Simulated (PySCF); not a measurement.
# Tm+ (thulium, charge +1) across methods

[Xe] 4f13 5d1, one real determinant (an excited configuration). Computed with PySCF 2.14 in x2c-TZVPPall, with scalar relativity by spin-free X2C-1e.

| method | E (hartree) | mean ε 4f α (eV) | mean ε 4f β (eV) | mean ε 5d α (eV) | Σ⟨r²⟩ (bohr²) | ⟨S²⟩ |
| --- | --- | --- | --- | --- | --- | --- |
| UHF | -13561.98721 | -18.824 | -17.419 | -8.768 | 47.76 | 2.002 |
| LDA | -13557.72 | -8.369 | -7.504 | -6.233 | 47.87 | 2.000 |
| r2SCAN | -13567.01 | -7.821 | -6.916 | -6.341 | 47.36 | 2.001 |
| PBE0 | -13566.65 | -10.877 | -9.918 | -7.000 | 47.71 | 2.001 |
| PBE | -13566.89 | -8.063 | -7.238 | -6.250 | 48.21 | 2.000 |

⟨L²⟩ = 18.03 against 30 for a pure H term, so this real determinant mixes terms. Spin-orbit coupling, absent here, splits the open shell strongly.
